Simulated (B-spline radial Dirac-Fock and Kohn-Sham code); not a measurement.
## Binding energies of Dy in different valence configurations

These are calculated numbers from a B-spline atomic structure program; the model is Dirac-Fock energy differences between relaxed states, corrected for Breit and QED terms. The model has no electron correlation.

Reference: the tabulated ground configuration [Xe] 4f10 6s2, with 1s 53787.8 eV, 2p3/2 7792.0 eV, 3s 2051.8 eV, 3d5/2 1298.0 eV, 4d3/2 170.0 eV, 4d5/2 163.3 eV, Kα1 45995.8 eV, Kβ1 52107.3 eV, Lα1 6494.1 eV, Lβ2 7628.7 eV.

Problem. One of these configurations gives the following shifts from the reference, in eV: average energy +20.19, 1s -14.07, 2p3/2 -15.22, 3s -16.96, 3d5/2 -16.64, 4d3/2 -15.13, 4d5/2 -15.12, Kα1 +1.15, Kβ1 +2.83, Lα1 +1.42, Lβ2 -0.10. Which?
A. [Xe] 4f12
B. [Xe] 4f10 5d1 6s1
C. [Xe] 4f10 6s1 6p1
D. [Xe] 4f8 5d2 6s2
E. [Xe] 4f9 5d1 6s2
F. [Xe] 4f9 6s2 6p1
G. [Xe] 4f10 5d2
H. [Xe] 4f11 6s1

Solution. A. The others give [Xe] 4f11 6s1: 1s -8.88; [Xe] 4f10 5d2: 1s -3.05; [Xe] 4f8 5d2 6s2: 1s +16.14; [Xe] 4f9 5d1 6s2: 1s +7.79; [Xe] 4f9 6s2 6p1: 1s +11.61; [Xe] 4f10 6s1 6p1: 1s +1.27; [Xe] 4f10 5d1 6s1: 1s -1.90.
